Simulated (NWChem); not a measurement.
Species: SiH₂OClF; SMILES O[Si@H](F)Cl

```xyz
6

O      1.2886     1.2527     0.2530
Si     0.0035     0.4580    -0.3725
F     -1.3738     1.0306     0.2429
Cl     0.0539    -1.5331     0.1191
H      1.4994     1.1416     1.1854
H      0.0067     0.6517    -1.8296
```
Atoms are numbered in this order, from 1.

Computed with NWChem. Pople sets run with spherical d functions. Coordinates come from a PBE0/def2-SVP optimisation. GIAO values for the isolated, static molecule; σ is the absolute isotropic shielding, δ = σ(reference) − σ with the isolated reference molecule computed at the same levels (19F: trichlorofluoromethane, 1H: tetramethylsilane, 17O: water, 29Si: tetramethylsilane).

| level | δ O1 (ppm) | δ Si2 (ppm) | δ F3 (ppm) | σ Cl4 (ppm) | δ H5 (ppm) | δ H6 (ppm) |
|---|---|---|---|---|---|---|
| B3LYP/6-311G** | 84.1 | -30.1 | -128.4 | 851.1 | 2.49 | 4.90 |
| LDA (Slater exchange, VWN5)/pcSseg-1 | 100.1 | -23.7 | -125.3 | 811.4 | 2.87 | 5.33 |
| PBE/pcSseg-1 | 88.6 | -30.2 | -128.2 | 834.1 | 2.59 | 5.08 |
